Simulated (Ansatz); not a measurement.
`C1C[SiH2]O1` and `C1CS[SiH2]1` differ in one element.

Ansatz, PBE0-D4/def2-TZVP geometries, multiplicity 1. 

```csv
property,`C1C[SiH2]O1`
HOMO–LUMO gap (PBE0/def2-TZVPP) / eV,7.76
HOMO–LUMO gap (B3LYP/def2-TZVPP) / eV,7.31
zero-point energy (PBE0-D4/def2-TZVP) / kJ/mol,200.7
LUMO energy (ωB97M-V/def2-TZVPP) / eV,1.56
HOMO energy (B3LYP/def2-TZVPP) / eV,-7.64
HOMO energy (ωB97M-V/def2-TZVPP) / eV,-10.22
```

Q: Give the same properties after the change, and the shifts. (An estimate is asked.)

A: Ansatz gave: 
| property | `C1CS[SiH2]1` | shift |
| --- | --- | --- |
| HOMO–LUMO gap (PBE0/def2-TZVPP) / eV | 6.63 | -1.13 |
| HOMO–LUMO gap (B3LYP/def2-TZVPP) / eV | 6.18 | -1.13 |
| zero-point energy (PBE0-D4/def2-TZVP) / kJ/mol | 193.8 | -6.9 |
| LUMO energy (ωB97M-V/def2-TZVPP) / eV | 1.52 | -0.04 |
| HOMO energy (B3LYP/def2-TZVPP) / eV | -6.55 | 1.09 |
| HOMO energy (ωB97M-V/def2-TZVPP) / eV | -8.96 | 1.26 |

With PBE0 the HOMO rises by 1.07 eV and the LUMO falls by 0.05 eV, so the gap narrows by about 1.12 eV. PBE moves the HOMO by 0.76 eV and ωB97M-V by 1.26 eV.

B3LYP here is the variant with VWN-RPA as its local correlation; programs differ in this.
